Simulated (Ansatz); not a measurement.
`C[CH2][In]([OH])[SH]` + HCl → `[OH][In]([SH])[Cl]` + `CC`  (ligand exchange at the In–C bond)

Isolated molecules relaxed with PBE0-D4/def2-TZVP in Ansatz; ΔE leaves out vibrations. CCSD(T)/CBS adds triple-zeta CCSD(T) − MP2 to the extrapolated MP2 energy (def2 sets, frozen cores). This one scheme is used for every species. DFT in def2-TZVPP. B3LYP here is the variant with VWN-RPA as its local correlation; programs differ in this. def2 core potentials past Kr. For In outer-core shells are correlated without core-valence functions, which leaves a few kJ/mol of doubt a bond. Each species was taken in one conformer, which may not be the lowest.

```csv
level,ΔE (kJ/mol)
B3LYP-D4,-139.6
MP2/def2-TZVPP,-129.5
```

**Question.** What does CCSD(T)/CBS give? (An estimate is asked.)

**Answer.** Computed: -132.7 kJ/mol. The listed levels differ from it by -6.9, 3.2 kJ/mol.

Largest T1 diagnostic among the species: 0.015.

From PBE to PBE0 (25 % exact exchange), in def2-TZVPP and without D4, ΔE moves by −6.3 kJ/mol. In def2-TZVPP, CCSD(T) changes the Hartree–Fock value by +39.1 kJ/mol (the triples alone add +3.5 kJ/mol) and MP2 by +40.5 kJ/mol. The D4 term adds +4.8 kJ/mol with B3LYP and +2.8 kJ/mol with PBE0; it sums over pairs of atoms, weighted by their polarisabilities, and B3LYP, whose exchange is more repulsive, gets the larger term.
